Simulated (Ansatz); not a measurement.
Calculated with Ansatz (gas phase, PBE0-D4/def2-TZVP geometries, no zero-point term in ΔE). CBS: MP2 limit from def2 TZ/QZ plus the TZ coupled-cluster correction, frozen cores. Double bonds are as drawn, so ΔE can hold a change between cis and trans. DFT in def2-TZVPP.

Consider the redistribution: `[AlH2][SiH]([SiH3])[SiH3]` + `F/C=C1/C[SiH2]1` → `[AlH2]/[CH]=C1/C[SiH2]1` + `F[SiH]([SiH3])[SiH3]`.

(1) Is it downhill or uphill in electronic energy at CCSD(T)/CBS, and by how much? (An estimate is asked.)

(2) What do these levels give: r2SCAN-D4, ωB97X-V, ωB97M-V, B2PLYP, PBE, r2SCAN, MP2/def2-TZVPP, CCSD/def2-TZVPP, CCSD(T)/def2-TZVPP, SCS-MP2/def2-QZVPP, HF/CBS(def2), MP2/CBS(def2)? (Estimate.)

Largest T1 diagnostic among the species: 0.014.

Results:

(1) Computed: Downhill: ΔE = -171.7 kJ/mol.

(2) Computed: r2SCAN-D4 -155.6, ωB97X-V -160.4, ωB97M-V -167.5, B2PLYP -171.5, PBE -137.9, r2SCAN -155.7, MP2/def2-TZVPP -177.2, CCSD/def2-TZVPP -168.2, CCSD(T)/def2-TZVPP -165.0, SCS-MP2/def2-QZVPP -183.0, HF/CBS(def2) -186.2, MP2/CBS(def2) -183.9 kJ/mol.

In def2-TZVPP, CCSD(T) changes the Hartree–Fock value by +17.8 kJ/mol (the triples alone add +3.3 kJ/mol) and MP2 by +5.6 kJ/mol. From PBE to PBE0 (25 % exact exchange), in def2-TZVPP and without D4, ΔE moves by −6.8 kJ/mol.
